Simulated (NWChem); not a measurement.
# Polarisability of H₂Be

SMILES: [BeH2]
```xyz
3

Be     0.0000     0.0000     0.0000
H      0.0000     0.0000     1.3442
H      0.0000     0.0000    -1.3442
```
Charge 0, spin multiplicity 1.

Everything below was run with NWChem. The geometry was optimised at PBE/def2-SVP, a minimum by its harmonic frequencies.

Basis set: 6-31G*. The field's frequency is 0.0773 Ha (589 nm). This basis has no diffuse functions, which lowers polarisabilities.

The correlated methods keep 1 core orbital frozen. B3LYP has NWChem's definition, with VWN1-RPA local correlation. The Pople sets run with spherical d functions. The structure started from a generated list of species. Coupled-cluster values serve here as a point of comparison, not as the truth.

Question: Order these methods by the isotropic polarisability they give, lowest first: HF, CCSD linear response, PBE, B3LYP, LDA (SVWN5).

Answer: HF (14.48 bohr³), CCSD linear response (15.71 bohr³), B3LYP (16.27 bohr³), PBE (17.31 bohr³), LDA (SVWN5) (17.66 bohr³)
